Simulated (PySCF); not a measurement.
# Radial density of O²⁺ (oxygen, charge +2)

PW91, [He] 2s2 2p1 3d1, one real determinant (an excited configuration). Calculation: PySCF 2.14, in aug-cc-pCVTZ-DK (7s6p4d2f, 59 functions); scalar relativity by spin-free X2C-1e.

```csv
r (bohr),4πr²ρ (e/bohr),4πr²(ρα − ρβ)
0.00366,0.05330,0.0000
0.00615,0.1441,-0.0001
0.0103,0.3740,-0.0002
0.0174,0.9361,-0.0004
0.0293,2.174,-0.0009
0.0493,4.457,-0.0007
0.0828,7.365,0.0066
0.139,8.538,0.0527
0.234,5.626,0.2240
0.394,2.446,0.6466
0.663,3.095,1.0416
1.12,2.394,0.7684
1.88,0.7304,0.5008
3.16,0.3406,0.3376
5.31,0.003011,0.0030
```

Densities and radii are taken from the X2C orbitals without a picture-change correction, which distorts them close to the nucleus.

⟨L²⟩ = 8.00 against 12 for a pure F term, so this real determinant mixes terms. The outer electron is Rydberg-like, and this basis confines it to a smaller radius and binds it less than a complete one would.
